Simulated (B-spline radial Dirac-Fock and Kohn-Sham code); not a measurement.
# Dipole and non-dipole photoemission parameters of Ti⁴⁺ 3p3/2

System: the Ti⁴⁺ ion, configuration [Ne] 3s2 3p6; threshold 97.75 eV (orbital energy of the model). These are calculated numbers from a radial B-spline solver; the model is Dirac-Hartree-Slater photoionisation with a Latter tail; cross sections with all multipoles, angular parameters from the dipole term and its interference with E2.

The run's input, task.json:

```json
{"items": [{
  "Z": 22,
  "q": 4,
  "cfg": [[1, 0, 2], [2, 0, 2], [2, 1, 6], [3, 0, 2], [3, 1, 6]],
  "A": 48,
  "rrms": 3.5921,
  "do": "xps",
  "hv": [100, 151.0, 179.0, 188.0, 190.0, 225.0, 288.0, 300, 400, 608.0, 752.0, 800, 1040.0, 1120.0, 2040.0, 2090.0, 2920.0, 3410.0, 3590.0, 4830.0, 5414.7, 7220.0, 7740.0, 8220.0, 8920.0, 9140.0, 9251.7, 12000, 15000]
}]}
```

Command: `python xray2_run.py task.json out`

```tsv
hν (eV)	σ (kb)	β	γ	δ
151	855	1.278	0.041	0.000
179	720	1.425	0.004	-0.001
188	677	1.457	-0.004	-0.001
190	668	1.463	-0.005	0.000
225	527	1.545	-0.019	0.001
288	353	1.613	-0.013	0.003
300	328	1.619	-0.009	0.003
400	190	1.637	0.037	0.005
608	77.0	1.604	0.149	0.009
752	47.0	1.566	0.223	0.012
800	?	?	?	?
1040	21.0	1.487	0.353	0.018
1120	17.3	1.466	0.384	0.020
2040	3.34	1.254	0.651	0.045
2090	3.12	1.244	0.662	0.046
2920	1.15	1.101	0.812	0.070
3410	0.711	1.031	0.880	0.085
3590	0.605	1.007	0.902	0.090
4830	0.233	0.869	1.021	0.125
5414.7	0.160	0.815	1.064	0.141
7220	0.0608	0.683	1.163	0.188
7740	0.0479	0.652	1.186	0.200
8220	0.0389	0.625	1.205	0.212
8920	0.0293	0.589	1.231	0.228
9140	0.0269	0.579	1.238	0.233
9251.7	0.0258	0.574	1.242	0.236
12000	0.0103	0.466	1.318	0.295
15000	0.00460	0.379	1.380	0.353
```

Question: Give the values at 800 eV.

Answer: σ = 40.5 kb, β = 1.553, γ = 0.247, δ = 0.013.
